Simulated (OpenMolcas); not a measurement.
A calculation on F⁺.

| Property | Result |
| --- | --- |
| Program | OpenMolcas |
| Method | RASSCF |
| Basis | ANO-RCC-VQZP [5s4p3d2f1g] |
| Scalar Hamiltonian | DKH2, point nucleus |
| Active space | 6 electrons in 9 orbitals (RAS2 2s 2p; RAS3 3d, at most 2 electrons) |
| State averaging | 2S+1 = 3 even, 3 roots; 2S+1 = 1 even, 6 roots; 2S+1 = 3 odd, 3 roots; 2S+1 = 1 odd, 3 roots |
| Spin-orbit coupling | state interaction with AMFI integrals over the reference wave functions, term energies averaged over their components |

(1) Which level of the active space comes out lowest?

(2) How high does 2s 2p5 3P* 1 lie?

(3) How high does 2s2 2p4 3P1 lie?

(4) How high does 2s2 2p4 3P0 lie?

Measured values: NIST Handbook of Basic Atomic Spectroscopic Data.

## Answers

(1) 2s2 2p4 3P2, with 100 % of that term; it is also the measured ground level.

(2) 168795 cm-1 above the lowest level; measured 165107 cm-1 above the ground level, so the calculation is off by +2 %.

(3) 317 cm-1 above the lowest level; measured 341 cm-1 above the ground level, so the calculation is off by -7 %.

(4) 471 cm-1 above the lowest level; measured 490 cm-1 above the ground level, so the calculation is off by -4 %.

Without dynamic correlation excited terms often stand tens of per cent too high (terms of higher spin than the ground term too low), and those without a measured partner can miss by more than the paired ones. Active for correlation alone: 3d; no level in the range computed is led by a configuration that fills it, so any true level of that kind is missing. Computed and measured levels are paired by configuration, term and J; levels that our copy of the source lacks, or whose pairing is in doubt (as where it misses far off the trend of its configuration), stay unpaired and out of the deviations. Levels of configurations outside the active space are missing.

* marks odd parity.
